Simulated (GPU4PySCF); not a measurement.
DNBDT (C₂₆H₁₄S₂), SMILES c1c2ccccc2cc2c1sc1cc3c(cc12)sc1c3cc2ccccc2c1.

Coordinates come from a ωB97X-D3(BJ)/def2-SVP optimisation.

These are TDA-PBE/def2-SVPD run with GPU4PySCF values and carry that method's errors.

Vertical excitations. 

```csv
state,energy (eV),λ (nm),f,main pairs
S1,2.44,508,0.025,HOMO→LUMO 91 %
S2,2.74,452,0.000,"HOMO−1→LUMO 64 %, HOMO→LUMO+1 35 %"
S3,3.08,403,0.000,"HOMO→LUMO+1 55 %, HOMO−1→LUMO 26 %, HOMO−2→LUMO+1 9 %"
S4,3.12,397,0.329,"HOMO−2→LUMO 64 %, HOMO→LUMO+2 22 %, HOMO−1→LUMO+1 10 %"
S5,3.39,366,0.542,"HOMO→LUMO+2 54 %, HOMO−2→LUMO 18 %, HOMO−3→LUMO 17 %"
S6,3.46,358,0.081,"HOMO−1→LUMO+1 49 %, HOMO−3→LUMO 37 %"
S7,3.48,356,0.000,"HOMO−2→LUMO+1 60 %, HOMO−4→LUMO 29 %"
S8,3.70,335,0.000,"HOMO→LUMO+4 64 %, HOMO−4→LUMO 26 %"
T1,2.07,599,0,HOMO→LUMO 97 %
T2,2.45,507,0,"HOMO−1→LUMO 74 %, HOMO→LUMO+1 22 %"
T3,2.56,484,0,HOMO−2→LUMO 93 %
T4,2.72,456,0,"HOMO→LUMO+1 75 %, HOMO−1→LUMO 24 %"
```
Triplets are in the Tamm–Dancoff approximation.
